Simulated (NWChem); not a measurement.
**CIF2 (SMILES F[C](F)I): the vertical ionisation energy from total energies**

CIF2 has 4 atoms, charge 0, and is taken as a doublet. As SMILES, `F[C](F)I`. The coordinates come from a PBE0-D4/def2-TZVP relaxation.

Both states at this one shape; open shells run unrestricted unless said. 1 Eh = 27.2114 eV.

```tsv
level	program	doublet CIF2 (Eh)	singlet [CIF2]+ (Eh)
UB3LYP/def2-SVPD (core potential)	NWChem	-535.343602	-535.000919
UB3LYP/def2-SVP (core potential)	NWChem	-535.321896	-534.985394
UB3LYP/def2-TZVP (core potential)	NWChem	-535.626679	-535.288402
```

Task: Work out the vertical ionisation energy at each level.

Result: 
1. UB3LYP/def2-SVPD (core potential): -535.000919 − (-535.343602) = 0.342683 Eh = 9.32 eV.
2. UB3LYP/def2-SVP (core potential): -534.985394 − (-535.321896) = 0.336502 Eh = 9.16 eV.
3. UB3LYP/def2-TZVP (core potential): -535.288402 − (-535.626679) = 0.338277 Eh = 9.20 eV.

No measured value is set beside it here; the levels span 9.16 to 9.32 eV. Spin-orbit coupling, which splits open shells on such heavy atoms by tenths of an eV, is left out.
